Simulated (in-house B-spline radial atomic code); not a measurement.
# Binding energies in Ta4+

NIST's tabulated ground configuration is [Xe] 4f14 5d1; each binding energy is the energy of the ion with one electron taken from that subshell, relaxed, less that of the parent. Method: Dirac-Hartree-Fock, average of configuration, Fermi nucleus of rms radius 5.3507 fm. Calculated with a B-spline radial code for spherical atoms. Energies include first-order Breit, QED and recoil terms.

```json
{"subshell": "1s", "X-ray name": "K", "binding energy (eV)": "67462.8", "-ε (eV)": "67882.6", "relaxation (eV)": "86.1"}
{"subshell": "2s", "X-ray name": "L1", "binding energy (eV)": "11740.5", "-ε (eV)": "11832.5", "relaxation (eV)": "51.0"}
{"subshell": "3s", "X-ray name": "M1", "binding energy (eV)": "2767", "-ε (eV)": "2803.6", "relaxation (eV)": "28.4"}
{"subshell": "3p3/2", "X-ray name": "M3", "binding energy (eV)": "2250.4", "-ε (eV)": "2282.8", "relaxation (eV)": "27.8"}
{"subshell": "4s", "X-ray name": "N1", "binding energy (eV)": "624.1", "-ε (eV)": "636.8", "relaxation (eV)": "10.9"}
{"subshell": "4p1/2", "X-ray name": "N2", "binding energy (eV)": "523.6", "-ε (eV)": "535.8", "relaxation (eV)": "10.7"}
{"subshell": "4p3/2", "X-ray name": "N3", "binding energy (eV)": "460.6", "-ε (eV)": "471.0", "relaxation (eV)": "9.6"}
{"subshell": "5s", "X-ray name": "O1", "binding energy (eV)": "126.9", "-ε (eV)": "128.7", "relaxation (eV)": "1.5"}
{"subshell": "5p1/2", "X-ray name": "O2", "binding energy (eV)": "94.39", "-ε (eV)": "95.83", "relaxation (eV)": "1.25"}
{"subshell": "5p3/2", "X-ray name": "O3", "binding energy (eV)": "85.14", "-ε (eV)": "86.23", "relaxation (eV)": "1.01"}
{"subshell": "4f5/2", "X-ray name": "N6", "binding energy (eV)": "76.67", "-ε (eV)": "83.83", "relaxation (eV)": "7.30"}
{"subshell": "4f7/2", "X-ray name": "N7", "binding energy (eV)": "74.79", "-ε (eV)": "81.66", "relaxation (eV)": "7.09"}
{"subshell": "5d", "X-ray name": "O4,5", "binding energy (eV)": "46.68", "-ε (eV)": "47.01", "relaxation (eV)": "0.34"}
```

Relaxation = -ε minus the binding energy without Breit, QED and recoil terms.

Emission lines follow as differences of binding energies, with λ = 12398.42 eV·Å / E:

```json
{"line": "K-M3", "holes": "1s → 3p3/2", "energy (eV)": "65212.4", "wavelength (Å)": "0.19012"}
{"line": "L1-M3", "holes": "2s → 3p3/2", "energy (eV)": "9490.1", "wavelength (Å)": "1.3065"}
```

Question: What does it cost to remove both a 4f5/2 and a 5p3/2 electron?

Answer: 180.65 eV, which is 18.84 eV more than the two single binding energies together.
